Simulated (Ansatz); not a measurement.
Cl2H4SSi2, SMILES `Cl[SiH2]S[SiH2]Cl` from Hartree–Fock to CCSD(T)

Z-matrix (Å, degrees):
```
Si
S 1 2.129
Cl 1 2.051 2 112.0
H 1 1.476 2 111.5 3 -120.0
H 1 1.478 2 105.3 3 118.3
Si 2 2.129 1 100.8 3 53.8
Cl 6 2.051 2 111.9 1 53.9
H 6 1.478 2 105.3 1 172.2
H 6 1.476 2 111.5 1 -66.1
```

The species carries charge 0 and has multiplicity 1. The geometry is a stationary point of PBE0-D4/def2-TZVP. It is one conformer, not always the lowest. Frozen core, restricted reference, Ansatz. CBS rows extrapolate triple and quadruple zeta; past MP2 they add the triple-zeta difference.

```
     basis      HF (Eh)  MP2 corr.
def2-TZVPP  -1896.94977   -0.79611
def2-QZVPP  -1897.00454   -0.87172
```

(1) Estimate the CCSD correlation energy and the (T) correction in each basis where they were run (hartree).

Results:

(1) 
```tsv
basis	CCSD corr.	(T)
def2-TZVPP	-0.86779	-0.03815
CBS(def2)	-0.99940	as TZ
```
